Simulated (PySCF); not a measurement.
Molecule: SMILES C[S+](C)[AlH2-][O]C(F)F, C3H9AlF2OS.

Bonds (- single, = double, # triple, : aromatic): C1-S2, S2-C3, S2-Al4, Al4-O5, O5-C6, C6-F7, C6-F8. C1 carries H9, H10, H11; C3 carries H12, H13, H14; Al4 carries H15, H16; C6 carries H17. Formal charges: S2 +1, Al4 -1.

Frames of a GFN2-xTB Langevin trajectory at 300 K; GIAO PBE0/pcSseg-1 shieldings in PySCF, gas phase, non-relativistic; equivalent atoms averaged within each frame.

δ = σ(ref) − σ, references computed at the same level: ¹³C (σ = 186.93 ppm) and ¹H (σ = 31.72 ppm) against TMS; CS2 for ³³S (σ = 503.73 ppm); ²⁷Al (σ = 489.97 ppm) vs AlH4-; ¹⁷O (σ = 336.08 ppm) against H2O; CFCl3 for ¹⁹F (σ = 170.95 ppm). The references are static minima.

Task: How do the shifts (ppm) fluctuate along the trajectory?

Result: 
| time (fs) | C6 | C1/C3 | S2 | Al4 | O5 | F7/F8 | H17 | H15/H16 | H9/H10/H11/H12/H13/H14 |
| --- | --- | --- | --- | --- | --- | --- | --- | --- | --- |
| optimised geometry | 118.7 | 23.6 | -111 | 49.5 | 116.9 | -80.2 | 6.70 | 4.10 | 2.35 |
| 250 | 115.4 | 30.0 | -34 | 49.9 | 115.3 | -70.4 | 5.61 | 4.09 | 2.66 |
| 425 | 122.4 | 25.1 | -136 | 48.7 | 124.3 | -73.8 | 6.34 | 4.32 | 2.52 |
| 625 | 116.1 | 26.3 | -133 | 35.8 | 129.1 | -89.4 | 6.46 | 4.31 | 2.23 |
| 800 | 113.1 | 23.3 | -61 | 33.8 | 108.2 | -79.6 | 6.11 | 4.10 | 2.11 |
| 1000 | 120.9 | 23.7 | -81 | 42.8 | 126.2 | -77.7 | 6.78 | 4.53 | 1.65 |
| mean of frames | 117.6 | 25.7 | -89 | 42.2 | 120.6 | -78.2 | 6.26 | 4.27 | 2.23 |
| standard deviation | 3.9 | 2.7 | 45 | 7.3 | 8.6 | 7.2 | 0.44 | 0.18 | 0.39 |

5 frames give an uncertainty of the mean of about the standard deviation over 2.2 at best, since frames this close in time may not be independent; classical motion lacks zero-point vibration, and the reference would need the same averaging.
